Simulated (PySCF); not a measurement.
Predicted microwave data (PBE0-D3(BJ)/def2-SVP geometry optimisation, gas phase in PySCF) for one isomer of C3H6BFSe:

| Quantity | Value |
| --- | --- |
| Rotational constants | A = 3499, B = 2090, C = 1717 MHz |
| Dipole components | \|μa\| = 0.99 D, \|μb\| = 2.04 D, \|μc\| = 0.49 D |
| Inertial defect | -91.90 u·Å² |
| κ | -0.58 |

Problem. Which candidate fits, each taken in the one conformer that was computed?
A. `[F:1][BH:2][C@H:3]1[CH2:4][CH2:5][Se:6]1` with F1–B2–C3–C4 9°, B2–C3–C4–C5 67°, C3–C4–C5–Se6 18°, C4–C5–Se6–C3 -14°, B2–C3–Se6–C5 -104°
B. `[BH2:1][C@@H:2]1[CH2:3][Se:4][C@@H:5]1[F:6]` with H–B1–C2–C3 -27° and 158°, B1–C2–C3–Se4 -141°, C2–C3–Se4–C5 8°, C3–Se4–C5–F6 109°, B1–C2–C5–Se4 143°

Solution. A. It is FB[C@H]1CC[Se]1, an asymmetric top, point group C1. The candidates at the same level (rigid rotor, commonest isotopes):

| SMILES | A (MHz) | B (MHz) | C (MHz) | μa (D) | μb (D) | μc (D) | Δ (u·Å²) | point group | rotor |
| --- | --- | --- | --- | --- | --- | --- | --- | --- | --- |
| B[C@@H]1C[Se][C@@H]1F | 4113 | 1837 | 1378 | 0.54 | 1.68 | 1.29 | -31.15 | C1 | asymmetric top |
| FB[C@H]1CC[Se]1 | 3499 | 2090 | 1717 | 0.99 | 2.04 | 0.49 | -91.90 | C1 | asymmetric top |

`B[C@@H]1C[Se][C@@H]1F` has C 20 % too low. No structure here is proved a minimum.
